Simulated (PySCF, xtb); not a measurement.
CH3FGeO, SMILES C[O][Ge][F] (connectivity only; charge and spin as stated), neutral, multiplicity 1.

GFN2-xTB in xtb at its own geometry gives an orbital gap of 4.95 eV and a dipole moment of 2.59 D.

The structure is a stationary point at PBE0-D3(BJ)/def2-SVP. The values are those of a single conformer.

Problem. What does ωB97X/def2-TZVPD (PySCF) give? (An estimate is asked for; the answer gives what the named calculation found.)

Solution. gap 10.58 eV (levels -10.61 and -0.02 eV), dipole 0.84 D.
